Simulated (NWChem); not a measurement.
Everything below was run with NWChem. System: HNaO, charge 0, spin multiplicity 1, at a geometry optimised with B3LYP/def2-SVP. The structure started from a generated list of species. Level: MP2/def2-TZVPD, 2 core orbitals frozen.

Output (cleaned and shortened):

```
             Northwest Computational Chemistry Package (NWChem) 7.3.0
             --------------------------------------------------------

                                NWChem Input Module
                                -------------------

 Scaling coordinates for geometry "geometry" by  1.889725989
 (inverse scale =  0.529177249)

 Turning off AUTOSYM since
 SYMMETRY directive was detected!

                             Geometry "geometry" -> ""
                             -------------------------

 Output coordinates in angstroms (scale by  1.889725989 to convert to a.u.)

  No.       Tag          Charge          X              Y              Z
 ---- ---------------- ---------- -------------- -------------- --------------
    1 Na                  11.0000     0.42467100    -0.80425900     0.00000000
    2 O                    8.0000    -0.44252200     0.90852100     0.00000000
    3 H                    1.0000    -1.13121200     1.57868200     0.00000000

 Effective nuclear repulsion energy (a.u.)      30.7073249509

            Nuclear Dipole moment (a.u.)
            ----------------------------
        X                 Y               Z
 ---------------- ---------------- ----------------
    -0.0000132281     0.0000018897     0.0000000000

      Symmetry information
      --------------------

 Group name             Cs
 Group number              2
 Group order               2
 No. of unique centers     3

      Symmetry unique atoms

     1    2    3


 Summary of "ao basis" -> "" (spherical)
 ------------------------------------------------------------------------------
       Tag                 Description            Shells   Functions and Types
 ---------------- ------------------------------  ------  ---------------------
 *                         def2-tzvpd                 on all atoms

 Summary of "ao basis" -> "ao basis" (spherical)
 ------------------------------------------------------------------------------
       Tag                 Description            Shells   Functions and Types
 ---------------- ------------------------------  ------  ---------------------
 Na                        def2-tzvpd               13       35   5s5p3d
 O                         def2-tzvpd               14       40   6s4p3d1f
 H                         def2-tzvpd                5        9   3s2p

                                 NWChem SCF Module
                                 -----------------

  ao basis        = "ao basis"
  functions       =    84
  atoms           =     3
  closed shells   =    10
  open shells     =     0
  charge          =   0.00
  wavefunction    = RHF
  use symmetry    = T
  symmetry adapt  = T

 Summary of "ao basis" -> "ao basis" (spherical)
 ------------------------------------------------------------------------------
       Tag                 Description            Shells   Functions and Types
 ---------------- ------------------------------  ------  ---------------------
 Na                        def2-tzvpd               13       35   5s5p3d
 O                         def2-tzvpd               14       40   6s4p3d1f
 H                         def2-tzvpd                5        9   3s2p

      Symmetry analysis of basis
      --------------------------

        a'         58
        a"         26

 Forming initial guess at       0.0s

      Superposition of Atomic Density Guess
      -------------------------------------

 Sum of atomic energies:        -237.13605214

      Non-variational initial energy
      ------------------------------

 Total energy =    -237.027842
 1-e energy   =    -392.210385
 2-e energy   =     124.475218
 HOMO         =      -0.474822
 LUMO         =      -0.058616

      Symmetry analysis of molecular orbitals - initial
      -------------------------------------------------

  Numbering of irreducible representations:

     1 a'          2 a"

  Orbital symmetries:

     1 a'          2 a'          3 a'          4 a'          5 a'
     6 a"          7 a'          8 a'          9 a'         10 a"
    11 a'         12 a'         13 a'         14 a"         15 a'
    16 a'         17 a"         18 a'         19 a'         20 a'

 Starting SCF solution at       0.6s
[...]
 Vector    8  Occ=2.000000D+00  E=-4.977292D-01  Symmetry=a'
              MO Center= -5.1D-01,  9.6D-01, -6.7D-15, r^2= 8.5D-01
   Bfn.  Coefficient  Atom+Function         Bfn.  Coefficient  Atom+Function
  ----- ------------  ---------------      ----- ------------  ---------------
    43     -0.268774  2 O  py                42      0.253620  2 O  px
    77     -0.240615  3 H  s                 46     -0.236749  2 O  py
    45      0.220714  2 O  px                40      0.207052  2 O  s
    76     -0.159359  3 H  s                 78     -0.156255  3 H  s

 Vector    9  Occ=2.000000D+00  E=-3.407929D-01  Symmetry=a'
              MO Center= -4.6D-01,  9.0D-01,  2.9D-14, r^2= 8.6D-01
   Bfn.  Coefficient  Atom+Function         Bfn.  Coefficient  Atom+Function
  ----- ------------  ---------------      ----- ------------  ---------------
    42      0.310554  2 O  px                43      0.301238  2 O  py
    45      0.279246  2 O  px                46      0.275762  2 O  py
    49      0.236312  2 O  py                48      0.220390  2 O  px

 Vector   10  Occ=2.000000D+00  E=-3.396446D-01  Symmetry=a"
              MO Center= -4.5D-01,  9.0D-01,  2.5D-14, r^2= 8.6D-01
   Bfn.  Coefficient  Atom+Function         Bfn.  Coefficient  Atom+Function
  ----- ------------  ---------------      ----- ------------  ---------------
    44      0.432290  2 O  pz                47      0.392688  2 O  pz
    50      0.318933  2 O  pz

 Vector   11  Occ=0.000000D+00  E=-6.609320D-03  Symmetry=a'
              MO Center=  1.3D+00, -2.5D+00,  1.5D-11, r^2= 1.1D+01
   Bfn.  Coefficient  Atom+Function         Bfn.  Coefficient  Atom+Function
  ----- ------------  ---------------      ----- ------------  ---------------
     5      0.884864  1 Na s                 41      0.402092  2 O  s
    13     -0.283560  1 Na py                19     -0.280420  1 Na py
    78     -0.251579  3 H  s                  4     -0.240059  1 Na s
    16     -0.161177  1 Na py                12      0.154535  1 Na px

 Vector   12  Occ=0.000000D+00  E= 2.160457D-02  Symmetry=a'
              MO Center=  4.5D-01, -1.0D+00,  3.5D-14, r^2= 3.5D+01
   Bfn.  Coefficient  Atom+Function         Bfn.  Coefficient  Atom+Function
  ----- ------------  ---------------      ----- ------------  ---------------
    18      1.028063  1 Na px                19      0.471135  1 Na py
    41      0.262439  2 O  s                 51     -0.196396  2 O  px
    78     -0.178196  3 H  s

 Vector   13  Occ=0.000000D+00  E= 2.182819D-02  Symmetry=a"
              MO Center=  5.2D-01, -1.0D+00,  9.1D-12, r^2= 3.5D+01
   Bfn.  Coefficient  Atom+Function         Bfn.  Coefficient  Atom+Function
  ----- ------------  ---------------      ----- ------------  ---------------
    20      1.131269  1 Na pz                53     -0.217525  2 O  pz

 center of mass
 --------------
 x =   0.07300136 y =  -0.11184573 z =   0.00000000

 moments of inertia (a.u.)
 ------------------
         108.719482884311          57.104972571454           0.000000000000
          57.104972571454          30.383660019744           0.000000000000
           0.000000000000           0.000000000000         139.103142904054

  Mulliken analysis of the total density
  --------------------------------------

    Atom       Charge   Shell Charges
 -----------   ------   -------------------------------------------------------
    1 Na  11    10.06   2.00  0.67  1.33 -0.01 -0.00  5.08  0.92  0.00  0.03 -0.00  0.00  0.02  0.02
    2 O    8     9.11   0.79  1.18  0.56  0.92  0.40  0.01  1.83  2.04  1.25  0.12  0.00  0.01 -0.01  0.00
    3 H    1     0.83   0.25  0.37  0.11  0.05  0.05

       Multipole analysis of the density wrt the origin
       ------------------------------------------------

     L   x y z        total         open         nuclear
     -   - - -        -----         ----         -------
     0   0 0 0     -0.000000      0.000000     20.000000

     1   1 0 0      1.081663      0.000000     -0.000013
     1   0 1 0     -2.449213      0.000000      0.000002
     1   0 0 1     -0.000000      0.000000      0.000000

     2   2 0 0     -7.300587      0.000000     17.248406
     2   1 1 0     -2.188780      0.000000    -31.279483
     2   1 0 1     -0.000000      0.000000      0.000000
     2   0 2 0     -6.486471      0.000000     57.889374
     2   0 1 1      0.000000      0.000000      0.000000
     2   0 0 2     -9.098952      0.000000      0.000000

                   NWChem MP2 Semi-direct Energy/Gradient Module
                   ---------------------------------------------

  Basis functions       =     84
  Molecular orbitals    =     84
  Frozen core           =      2
  Frozen virtuals       =      0
  Active alpha occupied =      8
  Active beta occupied  =      8
  Active alpha virtual  =     74
  Active beta virtual   =     74
  Use MO symmetry       = T
  Use skeleton AO sym   = T

  AO/Fock/Back tols     =   1.0D-09  1.0D-09  1.0D-09

 GA uses MA = F    GA memory limited = T

 Available:
  local mem=  1.26D+08
 global mem=  1.44D+08
 local disk=  0.00D+00
  mp2_memr nvloc                    74
  nvloc new                    74
   1 passes of   8:        4194304                      43982                   7167649.
   1 passes of   8: M    126151329           G      144165088           F     121957025.

 Semi-direct pass number   1 of   1  for RHF alpha+beta  at        1.4s
  vrange nnbf                  3555
  mp2_eaftype                    27  avail_ma_in_mb                  1099
 EAF : mp2_eaftype filesize          27    3583824.
  mp2_eaf for mointskh                     27
Node 0 wrote     16.8 Mb in      0.0 s     Agg I/O rate:  1227.7 Mb/s
 Done moints_semi at        3.0s
  mp2_eaftype                    27  avail_ma_in_mb                  1072
 EAF : mp2_eaftype filesize          27    3583824.
  mp2_eaf for kh                    27
 Done maket at        3.1s
 Done multipass loop at        3.1s

          -------------------------------------------
          SCF energy                -237.334885279631
          Correlation energy          -0.435721543925
          Singlet pairs               -0.262130275277
          Triplet pairs               -0.173591268648
          Total MP2 energy          -237.770606823556
          -------------------------------------------

          ---------------------------------------------------
                    Spin Component Scaled (SCS) MP2
          Same spin pairs                     -0.115727512432
          Same spin scaling factor             0.333333333333
          Opposite spin pairs                 -0.319994031493
          Opposite spin scaling fact.          1.200000000000
          SCS-MP2 correlation energy          -0.422568675269
          Total SCS-MP2 energy              -237.757453954900
          ---------------------------------------------------

 -----------------------
 Performance information
 -----------------------

 Timer overhead =  1.28D-07 seconds/call

               Nr. of calls         CPU time (s)                 Wall time (s)                GFlops
             ---------------    -------------------     ------------------------------   -------------------
Name         Min   Avg   Max    Min     Avg     Max     Min     Avg     Max   Mx/calls   Min     Max     Sum
mp2: moin     1     1     1    1.6     1.6     1.6      1.6     1.6     1.6     1.6      0.0     0.0     0.0
mp2: make     1     1     1   0.11    0.11    0.11     0.11    0.11    0.11    0.11      0.0     0.0     0.0
mp2: tota     1     1     1    1.8     1.8     1.8      1.8     1.8     1.8     1.8      0.0     0.0     0.0

 The average no. of pstat calls per process was 3.00D+00
 with a timing overhead of 3.84D-07s

 Task  times  cpu:        3.1s     wall:        3.1s

 Total times  cpu:        3.2s     wall:        3.2s
```

Q: Write an NWChem input that would produce this output.

A: This is not unique; one that fits is 
```
start mol
memory heap 200 mb stack 900 mb global 1100 mb
geometry units angstroms nocenter noautoz
  Na     0.424671    -0.804259     0.000000
  O     -0.442522     0.908521     0.000000
  H     -1.131212     1.578682     0.000000
  symmetry group Cs
end
basis spherical
  * library def2-tzvpd
end
scf
  rhf
  nopen 0
  maxiter 100
  thresh 1e-7
  semidirect memsize 60000000 filesize 0
end
mp2
  freeze core 2
end
task mp2 energy
```
